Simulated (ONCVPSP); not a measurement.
# u(r) = r·R(r): atom against pseudo-atom (Zr (Z = 40))

Columns: radius, all-electron u(r) and pseudo u(r) of the 4p shell (level -46.92 eV) of zirconium in the configuration [Ar] 3d10 4s2 4p6 4d2; PBE, scalar-relativistic, ONCV scheme, ONCVPSP 4.0.1.

```csv
r (bohr),all-electron,pseudo
0.113,0.2611,0.0237
0.225,-0.2657,0.0914
0.338,-0.4948,0.1964
0.450,-0.3341,0.3252
0.563,-0.0041,0.4663
0.675,0.3319,0.6032
0.788,0.6079,0.7257
0.900,0.7995,0.8222
1.013,0.9144,0.8885
1.125,0.9636,0.9216
1.238,0.9636,0.9236
1.350,0.9292,0.8987
1.463,0.8723,0.8524
1.575,0.8031,0.7918
1.688,0.7276,0.7221
1.800,0.6519,0.6496
1.913,0.5778,0.5770
2.025,0.5086,0.5084
2.138,0.4442,0.4442
2.250,0.3864,0.3864
2.363,0.3341,0.3341
2.475,0.2881,0.2881
2.588,0.2472,0.2472
2.700,0.2118,0.2118
2.813,0.1807,0.1807
2.925,0.1540,0.1540
```

Task: How many radial nodes do the two functions have?

Result: The all-electron 4p function has n − l − 1 = 2; the pseudo-wave has 0, since the states of the same l below it are removed with the core.

Task: At about which radius was the pseudo-wave matched?

Result: 2.25 bohr. The columns agree to 0.0005 from 2.02 bohr on; several derivatives are matched, so the curves merge somewhat inside the radius.

Task: Is the pseudo-wave norm-conserving?

Result: Yes: the ONCV scheme keeps the norm inside the radius equal to the all-electron one, which fixes the energy derivative of the logarithmic derivative at the level.
